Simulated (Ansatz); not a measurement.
Two isomers of BGeH5O: A = `O[BH][GeH3]`, B = `B[O][GeH3]`.

Gas-phase electronic energies from Ansatz, PBE0-D4/def2-TZVP geometries. CCSD(T)/CBS is the MP2 limit (def2-TZVPP, def2-QZVPP) plus CCSD(T) − MP2 in def2-TZVPP, frozen cores. Functionals use def2-TZVPP. B3LYP here is the variant with VWN-RPA as its local correlation; programs differ in this. For Ge outer-core shells are correlated without core-valence functions, which leaves a few kJ/mol of doubt a bond. Scalar relativity is left out up to krypton. One conformer a species, not always the lowest.

Task: Which isomer does CCSD(T)/CBS put lower? Give the gap. (Best estimate.)

Result: The calculation gave: B, by 7.5 kcal/mol.

Task: Give E(B) − E(A) in kcal/mol with CCSD(T)/def2-SVP, HF/def2-TZVPP, LDA (SPW92), r2SCAN-D4, B3LYP, ωB97M-V, PBE-D4. (Best estimate.)

Result: The calculation gave: CCSD(T)/def2-SVP -8.6, HF/def2-TZVPP -13.3, LDA (SPW92) -3.2, r2SCAN-D4 -7.0, B3LYP -8.2, ωB97M-V -8.1, PBE-D4 -4.6. None reverses the order clearly.

Task: Does the order hold for the free energy at 298.15 K (harmonic terms from PBE0-D4)? (Estimate.)

Result: Computed: Yes: G(B) − G(A) = -8.3 kcal/mol, for one conformer each.

Largest T1 diagnostic: 0.013.

From BLYP to BHLYP (50 % exact exchange), in def2-TZVPP and without D4, E(B) − E(A) moves by −2.2 kcal/mol. At CCSD(T), def2-SVP lies −1.0 kcal/mol from the extrapolated value and def2-TZVPP −1.0 kcal/mol.
